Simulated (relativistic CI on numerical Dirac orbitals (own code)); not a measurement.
Computed by Dirac-Coulomb-Breit CI, KLI orbitals optimised for each configuration, QED by a radiative potential, valence Slater integrals scaled by 0.85, P86 correlation energy added to each configuration (own radial code, finite nucleus).

Configuration list (outside the closed core [Ne]): 3s2.3p2, 3s.3p3, 3s2.3p.3d, 3p4, 3s.3p2.3d, 3s2.3p.4s, 3s2.3p.4p, 3s2.3p.4d, 3s2.3p.5s, 3s2.3p.4f, 3s2.3d.4p, 3s2.3p.5p, 3s2.4s.4p, 3s2.3p.5d, 3s.3p2.4s, 3s2.3p.6s, 3p3.3d, 3s2.3p.5f, 3s2.3p.5g, 3s2.3p.6p, 3p3.4s, 3s2.3p.6d, 3s.3p.3d2, 3s.3p2.4p, 3p3.4p, 3s.3p.3d.4s, 3s.3p.4s2, 3s.3p2.4d, 3s.3p2.5s, 3s2.3d2, 3s.3d3, 3p2.3d2, 3p.3d3, 3p.3d2.4s, 3p.3d2.4p, 3p.3d2.4d, 3s2.3d.4s, 3s.3d2.4s, 3s2.4s2, 3s.3d.4s2, 3s2.4p2, 3s.3d.4p2, 3s.3p.3d.4p, 3s.3d2.4p, 3s.3d.4s.4p, 3s.3d.4p.4d, 3s.3p.4s.4p, 3p.3d.4s.4p, 3s.4s2.4p, 3s.4s.4p2, 3s.4s.4p.4d. Double excitations out of closed p, d and f shells are left out; levels of such configurations are missing from the list, as are those of other unlisted configurations, and high levels can miss mixing partners. These lack a partner that the ground configuration has and come out too high: 3s.3p2.4d, 3s.3p2.5s, 3s2.3p.5s, 3s2.3p.4f, 3s2.3p.5p.

Correlation outside the listed configurations is missing or only estimated: errors of thousands of cm⁻¹ between configurations and terms are usual at this charge. Rates and lifetimes follow the computed energies and can be off by large factors. The fine structure of a lone outer electron comes out too small, for d and f at times inverted, and misplaced configurations move strength between like terms. 52 of the 56 excited levels that our extract of the measured tables holds in this range could be paired (the sources list more); they are missed by 4822 cm⁻¹ on average and 12430 at most, and levels without a partner can miss by more.

Outline of the computed level scheme of S III. Lowest level of each configuration: 3s2.3p2 3P_0 at 0.0000 eV; 3s.3p3 5S°_2 at 7.4578 eV; 3s2.3p.3d 1D°_2 at 13.3479 eV; 3s2.3p.4s 3P°_0 at 18.0857 eV; 3s2.3p.4p 1P_1 at 21.0559 eV; 3s.3p2.3d 3P_2 at 23.1074 eV.

Some strong electric-dipole decays among the lowest 45 levels: 3s2.3p.3d 3D°_3 → 3s2.3p2 3P_2 (1.5e+10 s⁻¹); 3s2.3p.3d 1F°_3 → 3s2.3p2 1D_2 (1.4e+10 s⁻¹); 3s.3p3 1D°_2 → 3s2.3p2 1D_2 (1.3e+10 s⁻¹); 3s2.3p.3d 1P°_1 → 3s2.3p2 1S_0 (1.2e+10 s⁻¹); 3s2.3p.4s 3P°_0 → 3s2.3p2 3P_1 (1.2e+10 s⁻¹); 3s2.3p.3d 3D°_2 → 3s2.3p2 3P_1 (1.0e+10 s⁻¹); 3s2.3p.3d 3P°_2 → 3s2.3p2 3P_2 (8.4e+09 s⁻¹); 3s.3p3 3S°_1 → 3s2.3p2 3P_2 (7.1e+09 s⁻¹).

Rates of lines that live on the mixing of spin multiplicities can be off by large factors.

LS names give the leading component of a level, which can be under half, so a name can repeat, a term be missing and a line seem to break the LS rules.
